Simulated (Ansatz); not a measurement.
Saddle point of CH₉GeN, closed shell (CH₅N ([CH3][NH2]) + GeH₄ → CH₇GeN ([CH3][NH][GeH3]) + H₂; bonds formed: Ge1–N7, H2–H6; bonds broken: Ge1–H2, H6–N7), PBE0-D4/def2-TZVP structure:

```xyz
12
angstrom
Ge -1.3915 0.3828 -0.0852
H -0.8735 -0.4608 1.7605
H -1.3026 0.7462 -1.6146
H -1.2923 1.7239 0.6449
H -2.6731 -0.4394 0.0612
H -0.0658 -0.8648 0.9860
N 0.2917 -0.6763 -0.1173
C 1.5207 0.1049 -0.2105
H 0.2758 -1.4552 -0.7707
H 1.5570 0.7820 0.6470
H 1.5545 0.6982 -1.1271
H 2.3993 -0.5414 -0.1740
```

Energies are electronic, without zero-point energy. Barriers and step energies count from the start structure reached by relaxing down the imaginary mode; all methods use the PBE0-D4 structures, on which another method's saddle can fall below an end. Ansatz 0.2.0; basis: def2-TZVPP, with def2-QZVPP for the basis limit; cores frozen in the correlated methods. Filled d shells of the heavier atoms are correlated. The def2 sets are not built for correlating such inner shells, so the correlated values are less sure here. B3LYP uses VWN-RPA correlation. Extrapolation: Hartree–Fock as exp(−7.88 √X), correlation as X^−2.97.

```tsv
method	barrier (kcal/mol)	step energy (kcal/mol)
SPW92	37.50	8.85
PBE-D4	43.82	7.63
BLYP-D4	46.73	6.68
r2SCAN-D4	?	7.50
B97M-V	48.82	9.66
PBE0-D4	47.47	8.47
B3LYP-D4	49.71	7.68
r2SCAN0-D4	49.41	8.27
BHLYP-D4	54.00	8.60
CAM-B3LYP-D4	51.35	8.28
wB97X-V	51.61	7.86
wB97M-V	50.91	8.18
B2PLYP	51.61	7.29
PBE-QIDH	50.21	7.63
RPA on PBE	51.35	6.89
HF	?	9.96
MP2	?	5.30
CCSD	53.69	7.88
CCSD(T)	51.32	7.09
```

(1) Fill in the withheld barriers. (An estimate is asked for; the value comes from the calculation.)

T1 diagnostic: at most 0.013.

## Answers

(1) By the calculation: MP2 50.37; HF 64.21; r2SCAN-D4 46.84 kcal/mol. Each is the energy of the saddle less that of the start structure, by the same method.

For comparison, the barrier by CCSD(T) at an estimated basis limit (MP2 extrapolated from triple and quadruple zeta, plus CCSD(T) − MP2 in triple zeta) is 51.77 kcal/mol.

Labels in which every atom is bracketed show which atoms are joined, not bond orders.

For scale, one of the runs: CCSD(T)/def2-TZVPP, 236 basis functions, launched by `ansatz run in.yaml --threads 4 --pin off --events-out ev --progress --plain --max-ram 9574MiB`. The run took 120 s on 4 CPU threads of an Arm Neoverse V2 (shared host), with 4.4 GiB of host memory at its peak.
